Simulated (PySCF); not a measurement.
Species: C₃H₆O₃S.
Structure used (GFN2-xTB), in Å, numbered top down from 1:
```xyz
13
C3H6O3S angstrom
C     -2.2709    0.5714    0.1283
C     -1.2644   -0.2655    0.0398
S     -0.0392   -0.0172   -1.2387
O      0.4032   -1.2929   -1.7151
O     -0.5014    0.9616   -2.1627
O      1.1590    0.6704   -0.4029
C      2.0672   -0.1866    0.2549
H     -3.0446    0.4907    0.8755
H     -2.3396    1.3802   -0.5801
H     -1.0833   -1.1189    0.6673
H      3.0496    0.2839    0.2207
H      1.7641   -0.3284    1.2959
H      2.0959   -1.1482   -0.2620
```

Mulliken charges (e) from the PBE0/pcSseg-1 density (PySCF), one withheld:

```
atom       bonded to   charge
  C1        C2 H8 H9  -0.0774
  C2       C1 S3 H10  -0.3817
  S3     C2 O4 O5 O6        ?
  O4              S3  -0.5245
  O5              S3  -0.4970
  O6           S3 C7  -0.5352
  C7  O6 H11 H12 H13  -0.0537
  H8              C1  +0.1444
  H9              C1  +0.1622
 H10              C2  +0.1513
 H11              C7  +0.1386
 H12              C7  +0.1138
 H13              C7  +0.1423
```

What is the charge on S3?

The charges add up to the total charge, 0. The others sum to -1.2169, which leaves +1.2169 e for S3 (sulfonyl sulfur); the computed value is +1.2168, the difference coming from rounding.

Add each hydrogen's charge to the atom that carries it.

C1 +0.2292, C2 -0.2304, C7 +0.3410. Atoms without hydrogen keep their charges.

Across which bond do the charges differ most?

S3–O6: +1.2168 on S3 against -0.5352 on O6, a difference of 1.7520 e. The lower charge is on the more electronegative element of the two (Pauling values: O 3.44, S 2.58).

Take the bonds between elements whose Pauling electronegativities differ by more than 0.25. In how many does the more electronegative atom carry the lower charge?

In 10 of 10.

How much positive and how much negative charge does this set hold in all?

+2.0694 e on 7 atoms and -2.0695 e on 6.

The Mulliken scheme counts on each atom the diagonal of the density matrix times the overlap matrix over that atom's basis functions. The structure is a single GFN2-xTB conformer in the gas phase; no vibrational or solvent corrections.

The run behind these numbers computed NMR shieldings as well. The run took 17 s wall on x86-64 server, one thread, on a shared host.
